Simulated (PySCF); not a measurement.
# Adding and removing an electron: LiSn

PBE0; Li def2-SVPD, Sn def2-SVPD with ECP28; scalar-relativistic core potentials (PySCF 2.14). Neutral (UKS): quartet (σ ↑, π ↑↑), Re = 2.584 Å, ωe = 364 cm⁻¹, De = 1.51 eV, HOMO -4.36 eV, LUMO -2.04 eV.

LiSn⁺ (UKS): triplet (σ ↑, π ↑), Re = 3.018 Å, ωe = 208 cm⁻¹, De = 0.84 eV to Li⁺ + Sn. The energies at the minima are -221.76952 hartree for LiSn and -221.54365 for LiSn⁺.

Question: Work out the adiabatic ionisation energy, without and with harmonic zero-point energies (1 hartree = 27.2114 eV, 1 eV = 8065.5 cm⁻¹), and the change of the bond length.

Answer: At PBE0: 0.22587 hartree = 6.146 eV between the minima; the zero-point term (208.0 − 364.0)/2 cm⁻¹ = -0.010 eV makes it 6.137 eV. Re changes by +43.4 pm against the neutral. The electron leaves a π orbital, and the ion is left as a loose complex of an ion and an atom.

These are scalar-relativistic numbers at best; spin–orbit coupling would shift them, the dissociation energy most. For an ion De counts to the pair picked by the measured ionisation energies or electron affinities, which need not be the lowest pair at this level. States were picked by a PBE0 search and need not be the measured ground states.
